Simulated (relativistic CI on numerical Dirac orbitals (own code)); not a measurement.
# Crystal-field levels of Hf²⁺, 5d2

Calculated by Dirac-Coulomb-Breit CI, KLI orbitals optimised for each configuration, model QED, valence Slater integrals scaled by 0.9, one configuration in a parametric crystal field (own radial code). With so little scaling, terms lie 10 to 35 % too far apart, which can change the order of excited levels.

Field parameters in Wybourne normalisation: D4h B²₀ = −7Ds, B⁴₀ = 21(Dq − Dt), B⁴₄ = 21√(5/14) Dq. The field is a parameter set, without covalency.

S is read from ⟨S²⟩ = S(S + 1).

Levels (cm⁻¹, degeneracy): 0 (1), 143 (2), 656 (1), 702 (1), 1920 (2), 2266 (1), 2638 (1), 8755 (1), 8841 (1), 9621 (2), 9952 (1), 20518 (1).

Question: Which field gives this pattern?
A. D4h, 10Dq = 35700, Ds = -930, Dt = -740 cm⁻¹
B. D4h, 10Dq = 31150, Ds = -1080, Dt = 530 cm⁻¹
C. D4h, 10Dq = 32800, Ds = -670, Dt = -490 cm⁻¹

Answer: A. D4h, 10Dq = 35700, Ds = -930, Dt = -740 cm⁻¹, ground level with S = 0.99.
